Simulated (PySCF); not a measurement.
Computed structure and properties of TbH3(NH3)

System: TbH3(NH3) (singlet in the valence; each metal's 4f electrons, 8 of them, lie in its core potential, out of spins and levels); start: template (C3v). Method: PySCF 2.14.0, RKS PBE0, Tb lcecp-1-SVP with ECP54, H def2-SVP, N def2-SVP; non-relativistic Hamiltonian with scalar-relativistic core potentials where named; density fitting; no spin-orbit coupling.

Input of the relaxation:

```python
mol = gto.M(atom='''
Tb     0.13514    -0.13514     0.13514
H      1.40534     1.13506     1.40534
H     -1.13506    -1.40534     1.40534
H      1.40534    -1.40534    -1.13506
N     -1.31976     1.31976    -1.31976
H     -1.93296     1.93296    -0.78276
H     -0.78276     1.93296    -1.93296
H     -1.93296     0.78276    -1.93296''',
    basis={'Tb': 'lcecp-1-SVP', 'H': 'def2-SVP', 'N': 'def2-SVP'},
    ecp={'Tb': 'lcecp-1-SVP'},
    charge=0, spin=0)
mf = dft.RKS(mol, xc='PBE0')
mf.grids.atom_grid = (50, 194)  # f atoms: unpruned, at least (60, 302)
mf = mf.density_fit()  # fitting sets: Tb AutoAux, H def2-universal-JKFIT, N def2-universal-JKFIT
mf.conv_tol = 1e-08; mf.max_cycle = 55
mf.kernel(dm0)  # dm0: converged density of the start geometry
# quasi-Newton relaxation in Cartesian coordinates to a largest gradient under 0.00045 Eh/bohr, steps kept in the point group
```

Run from Python with OMP_NUM_THREADS=2; the lines above give its settings. Where DIIS fails, smearing, a level shift and second-order steps follow.
It took 30 s on 2 threads of Arm Neoverse V2, with other jobs on the host, from the converged density of the start.

Course of the relaxation:

| step | energy above end (eV) | largest force component within the symmetry (eV/Å) |
| --- | --- | --- |
| 0 | 0.3780 | 0.977 |
| 1 | 0.1866 | 0.667 |
| 2 | 0.0264 | 0.077 |
| 3 | 0.0207 | 0.069 |
| 4 | 0.0058 | 0.056 |
| 5 | 0.0032 | 0.059 |
| 6 | 0.0015 | 0.065 |
| 7 | 0.0006 | 0.049 |
| 8 | 0.0002 | 0.024 |
| 9 | 0.0000 | 0.007 |
| 10 | 0.0000 | 0.002 |

Relaxed geometry (C3v):

```xyz
8

Tb    0.2342   -0.2342    0.2342
H     1.2038    1.2827    1.2038
H    -1.2827   -1.2038    1.2038
H     1.2038   -1.2038   -1.2827
N    -1.2107    1.2107   -1.2107
H    -1.8215    1.8215   -0.6631
H    -0.6631    1.8215   -1.8215
H    -1.8215    0.6631   -1.8215
```

```csv
contact,Å
Tb1–H2 (H),2.045
Tb1–H3 (H),2.045
Tb1–H4 (H),2.045
Tb1–N5 (NH3),2.503
```

On the finer grid (75, 302):

```
HOMO                                                          : -6.24 eV
LUMO                                                          : -0.46 eV
Dipole about the centre of mass                               : 5.62 D
Set of Mulliken populations of Tb1 outside the core potential : s 2.64, p 6.52, d 1.21, f 0.02
D3(BJ) dispersion energy (not in the energies)                : -0.096 eV
```

```json
{"atom": "Tb1", "Mulliken (e)": "0.61", "Löwdin (e)": "0.34", "spin (e)": "0.00"}
{"atom": "H2", "Mulliken (e)": "-0.27", "Löwdin (e)": "-0.22", "spin (e)": "0.00"}
{"atom": "H3", "Mulliken (e)": "-0.27", "Löwdin (e)": "-0.22", "spin (e)": "0.00"}
{"atom": "H4", "Mulliken (e)": "-0.27", "Löwdin (e)": "-0.22", "spin (e)": "0.00"}
{"atom": "N5", "Mulliken (e)": "-0.32", "Löwdin (e)": "-0.02", "spin (e)": "0.00"}
{"atom": "H6", "Mulliken (e)": "0.17", "Löwdin (e)": "0.11", "spin (e)": "0.00"}
{"atom": "H7", "Mulliken (e)": "0.17", "Löwdin (e)": "0.11", "spin (e)": "0.00"}
{"atom": "H8", "Mulliken (e)": "0.17", "Löwdin (e)": "0.11", "spin (e)": "0.00"}
```

The 4f levels lie in the core potential and are missing. Their spin isn't counted.

On the grid (50, 194), as all that follows. Harmonic modes: a minimum within the noise of the softest modes; lowest 40 cm⁻¹ (negative: unstable), highest 3605 cm⁻¹, zero-point energy 1.383 eV.

Taking off one H (charge -1, singlet; the rest: singlet) in vacuum, both parts rigid, costs 8.94 eV; the small basis without counterpoise inflates it. Most of it is the attraction of opposite charges; other ways to part are cheaper, and one spin state was tried for the rest.

Rigid scan of H along the line from its metal:

distance to H2 (Å), energy (eV) and a bar:
```
     1.74      0.451 ######
     1.84      0.179 ##
     1.94      0.040 #
     2.04      0.000 
     2.14      0.032 
     2.24      0.117 #
     2.44      0.384 #####
     2.74      0.896 ###########
     3.14      1.600 ####################
     3.64      2.386 ##############################
```

Taking off one NH3 (charge 0, singlet; the rest: singlet) in vacuum, both parts rigid, costs 1.53 eV; the small basis without counterpoise inflates it.

Rigid scan of NH3 along the line from its metal:

| distance to N5 (Å) | energy (eV) |
| --- | --- |
| 2.20 | 0.346 |
| 2.30 | 0.132 |
| 2.40 | 0.029 |
| 2.50 | 0.000 |
| 2.60 | 0.021 |
| 2.70 | 0.074 |
| 2.90 | 0.229 |
| 3.20 | 0.488 |
| 3.60 | 0.782 |
| 4.10 | 1.038 |

One start shape was tried, so this needn't be the lowest isomer.

An lcecp potential fixes the number of 4f electrons, so in runs with it no electron can move into or out of that shell.
